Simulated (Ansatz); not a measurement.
Cost and result for the atomization energy of `COC1(OC)CCCCC1` (26 atoms, 26 bonds).

```xyz
26

C     2.511    1.148   -0.848
O     1.114    1.228   -1.012
C     0.348    0.341   -0.231
O     0.555    0.582    1.145
C     0.189    1.858    1.612
C    -1.093    0.579   -0.660
C    -2.058   -0.356    0.050
C    -1.672   -1.811   -0.179
C    -0.235   -2.067    0.250
C     0.735   -1.117   -0.439
H     2.793    1.116    0.209
H     2.929    2.048   -1.300
H     2.934    0.275   -1.357
H     0.655    1.979    2.590
H     0.545    2.650    0.946
H    -0.897    1.955    1.730
H    -1.137    0.417   -1.741
H    -1.350    1.629   -0.496
H    -3.077   -0.170   -0.299
H    -2.049   -0.146    1.125
H    -2.353   -2.475    0.362
H    -1.783   -2.049   -1.244
H    -0.150   -1.933    1.333
H     0.049   -3.101    0.034
H     0.749   -1.304   -1.518
H     1.748   -1.276   -0.061
```

Total charge 0; spin multiplicity 1. All single points use the PBE0-D4/def2-TZVP geometry. It is one conformer, not always the lowest. Program: Ansatz. All runs use 4 threads of an AMD EPYC 7R13 on a shared host and a share of an NVIDIA H100 80 GB. Times are those of one run each, without the atoms' runs, and a repeat can differ threefold. Electronic energies, without spin–orbit coupling; frozen cores. CCSD(T)/CBS adds CCSD(T) − MP2 in def2-TZVPP to the MP2 limit, and its time is that of the two runs behind it. T1 = 0.010. B3LYP takes the VWN-RPA correlation (the form of Gaussian; ORCA's B3LYP/G). HSE06 is the plane-wave form, built on full-range PBE exchange.

CCSD(T)/CBS is a level of theory with its own doubt, some kJ/mol a heavy atom from the limit and from the frozen cores, so smaller differences don't rank the functionals.

| level | functions | wall time | atomization (kcal/mol) | difference from CCSD(T)/CBS | per bond |
| --- | --- | --- | --- | --- | --- |
| LDA (SPW92)/def2-TZVPP | 534 | 3.4 s | 2925.1 | 381.5 | 14.7 |
| B2PLYP/def2-TZVPP | 534 | 3.8 s | 2515.0 | -28.6 | -1.1 |
| revPBE-D4/def2-TZVPP | 534 | 3.8 s | 2542.4 | -1.2 | 0.0 |
| CCSD(T)/def2-SVP | 220 | 3.9 s | 2448.5 | -95.1 | -3.7 |
| PBE-QIDH/def2-TZVPP | 534 | 3.9 s | 2542.1 | -1.5 | -0.1 |
| r2SCAN-D4/def2-TZVPP (with forces) | 534 | 4.8 s | 2551.3 | 7.7 | 0.3 |
| HSE06-D4/def2-TZVPP | 534 | 4.9 s | 2565.3 | 21.7 | 0.8 |
| B97M-V/def2-TZVPP | 534 | 6 s | 2545.7 | 2.1 | 0.1 |
| PBE0-D4/def2-TZVPP | 534 | 6 s | 2563.8 | 20.2 | 0.8 |
| B3LYP-D4/def2-TZVPP (with forces) | 534 | 8 s | 2541.3 | -2.3 | -0.1 |
| MP2/def2-QZVPP | 1050 | 11 s | 2559.4 | 15.8 | 0.6 |
| CCSD(T)/def2-TZVPP | 534 | 2 min | 2487.3 | -56.3 | -2.2 |
| CCSD(T)/CBS(def2) | – | 2.2 min | 2543.6 | 0.0 | 0.0 |

At CCSD(T), def2-SVP lies −95.1 kcal/mol from the extrapolated value and def2-TZVPP −56.3 kcal/mol: correlation converges slowly with the basis, and small sets miss more of it in the bonded molecule than in its fragments. From BLYP to BHLYP (50 % exact exchange), in def2-TZVPP and without D4, the atomization energy moves by −40.9 kcal/mol: exact exchange takes away binding that semilocal exchange gives to molecules. Leaving LDA and LC-ωPBE aside and taking each functional with its dispersion term where it has one, the values, not all of them listed here, spread over 128.4 kcal/mol, from BHLYP-D4 to PBE-D4. LDA lies +339.1 kcal/mol from PBE without D4, its usual overbinding.
